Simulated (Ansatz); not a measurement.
[ICl4]- (ICl4⁻) was relaxed with PBE-D4 (def2-SVPD) in Ansatz in these states: charge -1 singlet, neutral doublet. The geometries follow in no particular order.

In the def2 sets I takes a core potential; there is no spin–orbit coupling.

A:

```xyz
5

I     0.000    0.000    0.000
Cl    2.417   -0.517   -0.381
Cl    0.322   -0.306    2.461
Cl   -2.417    0.517    0.381
Cl   -0.322    0.306   -2.461
```

B:

```xyz
5

I     0.000    0.000    0.000
Cl   -2.114    0.898   -1.161
Cl    0.621    2.391    0.721
Cl    2.113   -0.898    1.161
Cl   -0.620   -2.391   -0.721
```

Question: Judge from the bond lengths which geometry belongs to which state (an estimate).

Answer: A is the neutral doublet (I1–Cl2 2.501 Å, I1–Cl5 2.501 Å, I1–Cl3 2.501 Å); B is the charge -1 singlet (I1–Cl2 2.573 Å, I1–Cl5 2.573 Å, I1–Cl3 2.573 Å).
